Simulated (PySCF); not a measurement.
**Working out the excitation energy of P**

P [Ne] 3s2 3p3 (4S) → P [Ne] 3s1 3p4 (4P). Calculation: PySCF 2.14, in x2c-TZVPPall; scalar relativity by spin-free X2C-1e. Frozen: [Ne]. Energies in hartree (1 hartree = 27.21139 eV):

```tsv
part	P (lower)	P (upper)
UHF	-341.526078	-341.231040
CCSD correlation	-0.100879	-0.110887
(T)	-0.003816	-0.007336
```

**Question.** What does Hartree-Fock give?

**Answer.** (-341.231040) − (-341.526078) = 0.295038 hartree = 8.028 eV.

**Question.** What do CCSD and CCSD(T) give?

**Answer.** The CCSD correlation energies differ by -0.010008 hartree = -0.272 eV and the triples by -0.003520 hartree = -0.096 eV, so CCSD gives 7.756 eV and CCSD(T) 7.660 eV.

Measured between the centres of the two terms (NIST): 7.395 eV, so CCSD(T) (valence) is off by 0.265 eV.

The coupled-cluster amplitudes are large, so a single reference is strained.

What remains against the reference includes basis incompleteness, the frozen core and higher excitations.
